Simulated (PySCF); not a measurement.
Compound: C6H8F3NSi.
Z-matrix (Å and degrees, GFN2-xTB geometry), rows numbered from 1:
```
C 
Si  1  1.8901
N   2  1.7667  1  107.92
C   3  1.3673  2  124.44  1   178.68
C   4  1.3604  3  110.01  2   179.98
C   5  1.4192  4  106.07  3     0.05
C   6  1.4803  5  126.17  4  -179.63
F   7  1.3465  6  112.92  5   -48.20
F   7  1.3455  6  112.58  5  -168.61
F   7  1.3512  6  113.07  5    71.56
C   3  1.3582  2  127.93  1    -1.37
H   1  1.0855  2  110.39  3  -180.00
H   1  1.0868  2  111.74  3   -60.52
H   1  1.0868  2  111.77  3    60.54
H   2  1.4655  1  112.49  3  -116.62
H   2  1.4653  1  112.41  3   116.31
H   4  1.0710  3  120.22  2     0.00
H   5  1.0710  4  127.77  3   179.72
H  11  1.0704  3  121.89  2     0.21
```

NICS = −σ at a ghost point: NICS(0) at the centroid of the ring atoms, NICS(1) 1 Å to either side along the normal of their mean plane, zz for the tensor component along that normal. Level: GIAO PBE0/pcSseg-1 (PySCF, non-relativistic, gas phase) on the GFN2-xTB geometry, one conformer.

Ring bond lengths (Å), with Mayer bond orders in brackets: N3–C4 1.367 (1.13), C4–C5 1.360 (1.57), C5–C6 1.419 (1.31), C6–C11 1.369 (1.48), C11–N3 1.358 (1.13).

**Question.** What do the NICS probes read (ppm)?

**Answer.** 
| ring | type | NICS(0) | NICS(1), two faces | NICS(1)zz, two faces | rms pucker (Å) | centre to ring atoms, mean (Å) |
| --- | --- | --- | --- | --- | --- | --- |
| N3–C4–C5–C6–C11 | 5-membered ring with N; formal bonds all aromatic | -12.9 | -10.9 / -10.8 | -28.2 / -27.9 | 0.00 | 1.17 |

**Question.** What do they say, and how far can they be read as aromaticity?

**Answer.** 
- N3–C4–C5–C6–C11: mean NICS(1)zz -28.0 ppm, shielded. For a flat ring without four-coordinate atoms the NICS criterion counts such a value as aromatic.

**Question.** And the bond-length index? HOMA takes Krygowski's 1993 parameters.

**Answer.** 
- N3–C4–C5–C6–C11: HOMA 0.86; the largest term is that of C5–C6, α(R − Ropt)² = 0.25. The geometric and the magnetic index point the same way.

**Question.** What field does 7.05 T along the ring normal induce along that normal at the first NICS(1) probe listed for ring N3–C4–C5–C6–C11, 1 Å off the ring?

**Answer.** NICSzz × B0 = -28.2 ppm × 7.05 T = -199 μT, against the applied field.

**Question.** What are the shieldings of the ring atoms and their hydrogens in the same run (means over atoms taken as equivalent)?

**Answer.** 
| atoms | environment | σ isotropic (ppm) |
| --- | --- | --- |
| N3 | pyrrole-type nitrogen | 94.6 |
| C4 | aromatic CH next to a ring nitrogen | 58.6 |
| C5 | aromatic CH carbon | 69.0 |
| C6 | substituted aromatic carbon | 62.2 |
| C11 | aromatic CH next to a ring nitrogen | 60.3 |
| H17 | aromatic hydrogen | 24.92 |
| H18 | aromatic hydrogen | 24.78 |
| H19 | aromatic hydrogen | 24.83 |

Hardware: Arm Neoverse V1, one thread, no GPU (shared host). Cost: 52 s, 0.97 GiB resident at most. This is the whole shielding run at PBE0/pcSseg-1, SCF included.
